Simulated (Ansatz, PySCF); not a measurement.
Gas-phase reaction (SMILES): FB(F)F + N (NH3) -> NB(F)F + F (HF); ammonia cleaves one B-F bond, a model of a ligand-exchange step.

Geometries: B3LYP-D3(BJ)/def2-TZVP minima from Ansatz (a first-principles code), one conformer each, not searched for the lowest. Cores are frozen in the correlated levels unless marked. No spin-orbit coupling. No relativistic terms. CBS(X,Y): correlation extrapolated as X^-3; Hartree-Fock from the larger set. The bracket is a focal-point correction in the basis named. Thermal terms are rigid-rotor harmonic-oscillator values from B3LYP-D3(BJ) frequencies (PySCF) at 298.15 K and 1 atm. 1 Eh = 627.5095 kcal/mol.

| species | E, RI-MP2/CBS(aug-cc-pVTZ,aug-cc-pVQZ)+[CCSD(T)-MP2]/aug-cc-pVTZ (Ansatz) (Eh) | E, r2SCAN-D4/def2-TZVPD (Ansatz + dftd4) (Eh) | H - E (Eh) | G - E (Eh) |
|---|---|---|---|---|
| FB(F)F | -324.35420 | -324.57396 | 0.01684 | -0.01208 |
| N (NH3) | -56.50756 | -56.54744 | 0.03799 | 0.01614 |
| NB(F)F | -280.45847 | -280.66379 | 0.04174 | 0.01090 |
| F (HF) | -100.39388 | -100.44728 | 0.01259 | -0.00713 |

Task: Work out ΔE and ΔH, ΔG, ΔS and the equilibrium constant at 298.15 K at the first level, then ΔH at the second.

Result: 
1. ΔE = [(-280.45847) + (-100.39388)] - [(-324.35420) + (-56.50756)] = 0.00941 Eh = 5.9 kcal/mol at RI-MP2/CBS(aug-cc-pVTZ,aug-cc-pVQZ)+[CCSD(T)-MP2]/aug-cc-pVTZ.
2. The terms H - E add up to -0.00050 Eh, so ΔH = (0.00941 + (-0.00050))×627.5095 = 5.6 kcal/mol.
3. The terms G - E add up to -0.00029 Eh, so ΔG = 5.7 kcal/mol, and ΔS = (-0.00050 - (-0.00029))×627509.5/298.15 = -0.4 cal/(mol K).
4. log10 K = -ΔG/(RT ln 10) = -4.2, with RT ln 10 = 1.3642 kcal/mol.
5. At r2SCAN-D4/def2-TZVPD the same steps give ΔE = 6.5 and ΔH = 6.2 kcal/mol, a shift of +0.6 from the first level.
6. These values are not checked against measurement here, since the tables used lack a sound gas-phase enthalpy of formation for at least one species.
